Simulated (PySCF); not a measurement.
## Property card for `O=[Te](=O)(F)F` (TeO2F2)

Species: TeO2F2.
Z-matrix (Å and degrees, PBE0-D3(BJ)/def2-SVP geometry), rows numbered from 1:
```
Te
O   1  1.7915
O   1  1.7912  2  131.21
F   1  1.8976  2  106.62  3  -131.20
F   1  1.8975  2  106.69  3   131.06
```

From PBE0-D3(BJ)/def2-SVP geometry optimisation, gas phase, def2 core potentials past Kr (PySCF):

```
Point group                  : C2v
Rotational constants A, B, C : 3.350, 3.231, 3.067 GHz
```

From PBE0/def2-SVPD ground state and vertical TDDFT (core frozen in the response) (PySCF):

```
Dipole moment                                          : 0.12 D
HOMO energy                                            : -10.52 eV
LUMO energy                                            : -4.85 eV
HOMO–LUMO gap                                          : 5.67 eV
Lowest singlet excitation                              : 3.66 eV (339 nm, f = 0.004)
Strongest line among the 10 lowest singlet transitions : S9 at 6.84 eV (181 nm, f = 0.033)
Lowest triplet excitation (Tamm–Dancoff)               : 2.91 eV
Static isotropic polarisability                        : 45.1 au
```

From KT2/pcSseg-1 (def2-TZVP on Te) ground state and GIAO shieldings (PySCF):

```
Isotropic shieldings of nuclei other than C and H, by class : -185 (O2/O3), 77 (F4/F5) ppm
```

Monoisotopic mass (most abundant isotopes): 199.8929 u.

The largest Löwdin shares of the LUMO are 0.26 on O2, 0.26 on O3 and 0.24 on Te1. In wavenumbers S1 is 29500 cm⁻¹ (1 eV = 8065.54 cm⁻¹). No computed singlet falls in the visible range (750 to 380 nm, 1.65 to 3.26 eV); S1 lies 0.40 eV above its blue end. The dipole equals about 0.4 × 10⁻³⁰ C·m (1 D = 3.33564 × 10⁻³⁰ C·m). With B = h/(8π²I), that is 505.379 GHz u Å² over I, the principal moments of inertia are 150.9, 156.4 and 164.8 u Å² (most abundant isotopes); the inertial defect Ic − Ia − Ib is -142.5 u Å² (zero for a rigid planar frame, negative otherwise). The polarisability is 6.68 Å³ as a volume (1 au = 0.148185 Å³). S1 lies 2.01 eV below the HOMO–LUMO gap; its leading configuration is HOMO→LUMO, weight 0.98. The rotational constants make it an asymmetric top with κ = (2B − A − C)/(A − C) = 0.2, nearer the oblate limit (+1).

Atoms past krypton carry effective core potentials; spin–orbit coupling is left out. Atoms bound to Te lack the heavy atom's spin–orbit term in their shielding, so their NMR values are less reliable.

For the TDDFT job (PBE0/def2-SVPD), on an Arm Neoverse V1 with one thread, shared host, this took 9.9 s of wall time.
